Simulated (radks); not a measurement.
Species: Ar III. Configuration: [Ne] 3s2 3p4. Method: non-relativistic Kohn-Sham, BLYP, spin-polarised, spherical densities, point nucleus; open shells are filled with parallel spins first; computed with a radial shooting solver on a logarithmic mesh with Libxc functionals.

Normalised radial functions P(r) = r R(r), r in bohr:

r         3d up
0.00866  0.0000
0.01261  0.0000
0.01837  0.0001
0.02676  0.0003
0.03928  0.0010
0.05721  0.0028
0.08332  0.0075
0.1214   0.0191
0.1782   0.0463
0.2595   0.1010
0.3779   0.1986
0.5505   0.3455
0.8081   0.5262
1.177    0.6697
1.714    0.6797
2.497    0.5264
3.666    0.2798
5.339    0.0854
7.776    0.0118

3d up (empty): eigenvalue -15.472 eV, 0 radial nodes, <r> = 1.97 bohr, 90 % of the charge inside 3.24 bohr.
